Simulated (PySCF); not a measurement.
C5H5FO, SMILES C#C[C@@]1(F)CCO1.

Geometry: PBE-D3(BJ)/def2-SVP. The structure was generated by enumeration; whether it is a known compound was not checked.

Calculation: PBE-D3(BJ)/def2-SVP run with PySCF.

No scaling factor is applied to the harmonic values.

```tsv
mode	ν (cm⁻¹)	IR (km/mol)	moving atoms (share of kinetic energy)
1	77	0.9	C 49 %, H 38 %, O 8 %
2	169	3.2	C 62 %, H 24 %, O 9 %
3	185	1.0	C 41 %, F 27 %, O 19 %, H 13 %
4	358	0.8	C 43 %, F 30 %, H 21 %
5	447	8.5	F 35 %, C 32 %, O 26 %
6	510	6.6	C 77 %, H 10 %
7	541	2.4	C 63 %, O 21 %, H 10 %
8	630	1.3	C 52 %, F 35 %
9	671	28.8	H 77 %, C 23 %
10	674	31.6	H 78 %, C 22 %
11	755	1.3	H 83 %, C 12 %
12	862	14.0	C 45 %, O 32 %, H 23 %
13	898	50.7	H 46 %, C 33 %, F 17 %
14	967	8.6	C 62 %, H 34 %
15	994	138.8	C 48 %, O 45 %
16	1050	102.0	C 67 %, O 21 %, H 12 %
17	1115	47.5	H 48 %, C 44 %
18	1125	26.3	H 55 %, C 40 %
19	1153	14.8	H 70 %, C 29 %
20	1185	51.1	C 49 %, H 49 %
21	1237	121.2	C 70 %, H 28 %
22	1297	4.3	H 65 %, C 31 %
23	1391	10.8	H 89 %, C 11 %
24	1457	0.5	H 89 %, C 10 %
25	2168	11.4	C 91 %, H 9 %
26	2976	60.2	H 95 %
27	3033	22.6	H 90 %, C 10 %
28	3038	5.2	H 95 %
29	3113	2.9	H 90 %, C 10 %
30	3405	66.1	H 86 %, C 14 %
```
